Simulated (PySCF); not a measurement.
Compound: C₅H₉NSi.
Cartesian coordinates in Å at the PBE0-D3(BJ)/def2-SVP level; atoms count from 1:
```
atom  x, y, z in Å
C1    -2.2420    2.1707    0.0594
N2    -1.5883    1.2085   -0.4279
Si3   -0.9658   -0.1377    0.5250
C4    -1.6388   -1.7202   -0.2003
C5     0.8590   -0.1094    0.4237
C6     2.0768   -0.1134    0.3622
C7     3.5256   -0.1125    0.2871
H8    -2.4872    2.2842    1.1391
H9    -2.6185    2.9828   -0.5920
H10   -1.3711    0.0098    1.9645
H11   -1.3841   -1.7783   -1.2692
H12   -1.2080   -2.5953    0.3093
H13   -2.7344   -1.7602   -0.1004
H14    3.9143   -1.1307    0.1292
H15    3.8745    0.5148   -0.5481
H16    3.9703    0.2805    1.2148
```

Computed with PySCF at PBE0/pcSseg-1 and wB97X-D/def2-SVPD, non-relativistic, on one gas-phase PBE0-D3(BJ)/def2-SVP geometry that isn't relaxed in the solvent. The solvent is an IEF-PCM continuum (cavity from Bondi-type radii × 1.2). The model holds no explicit solvent molecules, cavitation or dispersion.

Gas phase at PBE0/pcSseg-1: HOMO -6.92 eV, LUMO -0.73 eV, dipole 1.08 D.

**Question.** What does the continuum do to the energy, the frontier levels and the dipole at PBE0/pcSseg-1 in chloroform?

**Answer.** 
| solvent | ε | E(solvent) − E(gas) (kcal/mol) | polarisation term (kcal/mol) | distortion of the solute (kcal/mol) | HOMO (eV) | LUMO (eV) | dipole (D) |
| --- | --- | --- | --- | --- | --- | --- | --- |
| chloroform | 4.711 | -4.18 | -4.73 | 0.55 | -7.06 | -0.78 | 1.32 |

The first energy column is the sum of the next two and covers electrostatics alone.

**Question.** Which radius a makes the point-dipole formula ΔE = −[(ε − 1)/(2ε + 1)]·μ²/a³ give the value in chloroform, with the gas-phase dipole?

**Answer.** μ = 0.427 au and |ΔE| = 0.00665 Eh give a = 1.13 Å; the farthest nucleus lies 4.11 Å from the centroid of the nuclei, so such a sphere wouldn't even hold the nuclei. The formula assumes a rigid point dipole at the centre of a sphere.

**Question.** Give the dipole vector in the frame of the coordinates (D, pointing from negative to positive charge), gas and chloroform.

**Answer.** Gas (0.77, 0.10, 0.76), solvent (0.86, 0.20, 0.98). Its length changes by +22 % and its direction by 5°.

**Question.** Which Mulliken charges (PBE0/pcSseg-1) respond most in chloroform (means over atoms taken as equivalent)?

**Answer.** 
```csv
atoms,environment,gas (e),solvent (e),change
N2,C=N nitrogen,-0.541,-0.581,-0.040
C5,alkyne carbon,-0.393,-0.423,-0.030
H8,hydrogen on a C=N carbon,+0.097,+0.114,+0.017
H9,hydrogen on a C=N carbon,+0.123,+0.136,+0.013
C4,Si-methyl carbon,-0.631,-0.642,-0.011
H14/H15/H16,methyl hydrogen,+0.156,+0.167,+0.011
C6,alkyne carbon,-0.117,-0.127,-0.010
C1,C=N carbon,+0.022,+0.031,+0.009
```

**Question.** How do the nuclear quadrupole coupling constants eQVzz/h respond in chloroform?

**Answer.** 
| nucleus | Q (barn) | gas (MHz) | solvent (MHz) | η gas | η solvent |
| --- | --- | --- | --- | --- | --- |
| 14N at N2 | 0.02044 | -4.93 | -4.79 | 0.81 | 0.79 |

Gas phase at wB97X-D/def2-SVPD: HOMO -8.86 eV, LUMO 1.05 eV, dipole 1.04 D.

**Question.** What does the continuum do to the energy, the frontier levels and the dipole at wB97X-D/def2-SVPD in chloroform?

**Answer.** 
```
   solvent      ε  E(solvent) − E(gas) (kcal/mol)  polarisation term (kcal/mol)  distortion of the solute (kcal/mol)  HOMO (eV)  LUMO (eV)  dipole (D)
chloroform  4.711                           -3.99                         -4.59                                 0.60      -8.99       1.01        1.30
```

**Question.** How does the static polarisability (wB97X-D/def2-SVPD, frozen core, with the continuum's full static response) change?

**Answer.** 
```json
{"medium": "gas", "isotropic (au)": "95.6", "principal values (au)": "74.9, 88.6, 123.3", "⟨r²⟩ of the electrons (bohr²)": "1358.6"}
{"medium": "chloroform", "isotropic (au)": "116.2", "principal values (au)": "94.2, 107.5, 146.9", "⟨r²⟩ of the electrons (bohr²)": "1355.7"}
```

The isotropic value in chloroform is 1.22 times the gas-phase one; no cavity-field correction is applied. ⟨r²⟩ is taken about the centre of nuclear charge.

Note: wB97X-D ran without an empirical dispersion term, which enters the total energy and its gradient alone.
